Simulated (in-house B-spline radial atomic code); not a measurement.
# PBE excitations of Ce⁴⁺

Method: PBE. Computed with a B-spline radial code for spherical atoms: linear response of the closed shell [Kr] 4d10 5s2 5p6 with the functional's adiabatic kernel; scalar-relativistic (spin-free one-electron X2C), finite nucleus, no spin-orbit coupling, no double excitations, S, P, D and F terms only; shells from n = 3 respond. Only terms of natural parity with L up to 3 were computed.

Spin-orbit coupling is strong here, so these LS terms don't match observed levels.

Command:
```bash
python run_td.py task.json out
```
Settings (radii: box in bohr, nucleus in fm):
```
Z                        58
electrons                54
configuration            [Kr] 4d10 5s2 5p6
hamiltonian              x2c
method                   pbe,pbe
box_radius               19.1
rms_radius               4.8771
intervals                71
```

Run time, properties included: 3.9 s on 1 thread of Arm Neoverse N1, with other jobs on the host.

The lowest states, in the order of their Tamm-Dancoff energies; the method's threshold (minus the highest occupied level) is 60.06 eV. Labels give the largest channel, * marks a mixed state, and oscillator strengths are full-response dipole values. Semilocal kernels can invert the small singlet-triplet splittings of Rydberg terms. Energies in eV:

```tsv
state	full response	Tamm-Dancoff	oscillator strength
5p → 4f 3D	?	?	-
5p → 4f 1D	14.071	14.208	-
5p → 5d 3P	?	?	-
5p → 5d 3F	23.258	23.351	-
5p → 5d 1F	25.026	25.050	-
5p → 6s 3P	30.34	30.35	-
```

Question: Where does 5p → 5d 3P lie?

Answer: At 23.012 eV in full response, 23.083 eV in Tamm-Dancoff.

Question: Where does 5p → 4f 3D lie?

Answer: At 11.867 eV in full response, 11.931 eV in Tamm-Dancoff.

Question: How large is the singlet-triplet splitting of 5p → 4f (D terms) in Tamm-Dancoff?

Answer: 2.28 eV, from the unrounded values.

Question: What polarisabilities and dispersion coefficient does the method give?

Answer: Dipole 5.847 bohr³, quadrupole 19.17 bohr⁵, C6 33.05 hartree·bohr⁶ for two such species.
